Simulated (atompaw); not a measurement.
# Pseudopotential generation for tantalum: PAW (atompaw), PBEsol, scalar-relativistic.

* Element: tantalum
* Generator: atompaw 4.2.0.5
* Type: PAW
* Functional: PBEsol
* Relativity: scalar-relativistic
* Frozen core: [Kr] 4d10 4f14 5s2
* Valence charge: 11
* Reference configuration: 5p6 5d3 6s1 6p0 (charge +1)
* Partial waves: 6s (bound); 6s channel at 0.4 Ry; 5p (bound); 6p (bound, empty); 5d (bound); 5d channel at 4.35 Ry
* Local potential: troulliermartins scheme with l = 3 at 0 Ry, radius 2.70 bohr
* Core correction: smooth core density matched at 1.50 bohr
* Augmentation charge: besselshape compensation charge, radius 2.90 bohr; PAW radius 3.00 bohr; waves and projectors: bloechl

Q: Estimate the cutoffs (Ry, on a coarse ladder) from which the occupation-weighted sum of valence levels, in a spherical-Bessel basis at the reference potential, stays within 10 and 1 mRy of its value at 400 Ry.

A: 25 Ry and 30 Ry.

Q: Does the potential have ghost states?

A: Ghost state, extra bound levels that the all-electron valence spectrum of the same l lacks: s at -21.8 eV. A true bound ghost makes a file unfit for plane-wave use.

Q: Is the overlap operator S = 1 + Σ q|β⟩⟨β| positive definite (Bessel basis up to 400 Ry)?

A: Barely: its lowest eigenvalue is 0.016 (s channel).
